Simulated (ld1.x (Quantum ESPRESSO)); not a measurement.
**u(r) = r·R(r): atom against pseudo-atom (Cr)**

Columns: radius, all-electron u(r) and pseudo u(r) of the 4p shell (level -0.95 eV) of chromium in the configuration [Ne] 3s2 3p6 3d5 4s1 4p0; PBEsol, scalar-relativistic, PAW scheme, ld1.x (Quantum ESPRESSO) 7.5.

| r (bohr) | all-electron | pseudo |
| --- | --- | --- |
| 0.145 | 0.0893 | -0.0423 |
| 0.290 | 0.0245 | -0.1537 |
| 0.435 | -0.0794 | -0.2933 |
| 0.580 | -0.1417 | -0.4110 |
| 0.725 | -0.1542 | -0.4663 |
| 0.870 | -0.1311 | -0.4420 |
| 1.015 | -0.0874 | -0.3482 |
| 1.160 | -0.0341 | -0.2150 |
| 1.305 | 0.0221 | -0.0780 |
| 1.450 | 0.0771 | 0.0366 |
| 1.595 | 0.1291 | 0.1190 |
| 1.740 | 0.1768 | 0.1760 |
| 1.885 | 0.2201 | 0.2201 |
| 2.030 | 0.2589 | 0.2589 |
| 2.175 | 0.2933 | 0.2933 |
| 2.320 | 0.3236 | 0.3236 |
| 2.465 | 0.3500 | 0.3500 |
| 2.610 | 0.3729 | 0.3729 |
| 2.755 | 0.3923 | 0.3923 |
| 2.900 | 0.4086 | 0.4086 |
| 3.045 | 0.4220 | 0.4220 |
| 3.190 | 0.4327 | 0.4327 |
| 3.335 | 0.4410 | 0.4410 |
| 3.480 | 0.4470 | 0.4470 |
| 3.625 | 0.4510 | 0.4510 |
| 3.770 | 0.4530 | 0.4530 |

Problem. How many radial nodes do the two functions have?

Solution. The all-electron 4p function has n − l − 1 = 2; the pseudo-wave has 1, since 1 lower shell of the same l stays in the valence.

Problem. At about which radius was the pseudo-wave matched?

Solution. 1.90 bohr, where the columns begin to agree (steps of 0.14 bohr).

Problem. Is the pseudo-wave norm-conserving?

Solution. No, it belongs to a PAW set: the norm inside the radius is not constrained, and the difference is carried by the augmentation charge.
